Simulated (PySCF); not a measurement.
**C₆ coefficients of unlike pairs at M06-L**

Calculated with PySCF 2.14 from the dipole response of each species, C₆(A,B) = (3/π) ∫ α_A(iu) α_B(iu) du, in atomic units, from isotropic polarisabilities. For ions this is the dispersion term alone; charge-induced terms of lower order in 1/R come first.

```json
{"species": "S+", "configuration": "[Ne] 3s2 3p3 (4S)", "basis": "aug-cc-pV(T+d)Z (6s5p4d2f)", "relativity": "none", "α (bohr³)": "10.36", "C₆ (like pair)": "51.18"}
{"species": "Tc(2+)", "configuration": "[Kr] 4d5 (6S)", "basis": "def2-TZVPPD with the def2 core potential (28 electrons) (6s4p3d2f1g)", "relativity": "core potential", "α (bohr³)": "7.599", "C₆ (like pair)": "40.17"}
{"species": "Hf", "configuration": "[Xe] 4f14 5d2 6s2 (3F)", "basis": "aug-cc-pwCVDZ-PP with ECP60MDF (6s6p5d3f)", "relativity": "core potential", "α (bohr³)": "103.4", "C₆ (like pair)": "1427"}
{"species": "Nb(2+)", "configuration": "[Kr] 4d3 (4F)", "basis": "def2-TZVPPD with the def2 core potential (28 electrons) (6s4p3d2f1g)", "relativity": "core potential", "α (bohr³)": "10.64", "C₆ (like pair)": "56.41"}
```

Q: Estimate C₆ for Nb(2+) with Hf.

A: The integral gives 239.6. The combination rule 2 C_A C_B / (C_A α_B/α_A + C_B α_A/α_B) gives 231.7 and the geometric mean 283.7.

No spin-orbit coupling is included.

The other pairs:

| pair | C₆ |
| --- | --- |
| Hf, Tc(2+) | 186.8 |
| Tc(2+), S+ | 43.91 |
| Hf, S+ | 235.2 |
| Nb(2+), Tc(2+) | 47.21 |
| Nb(2+), S+ | 53.24 |
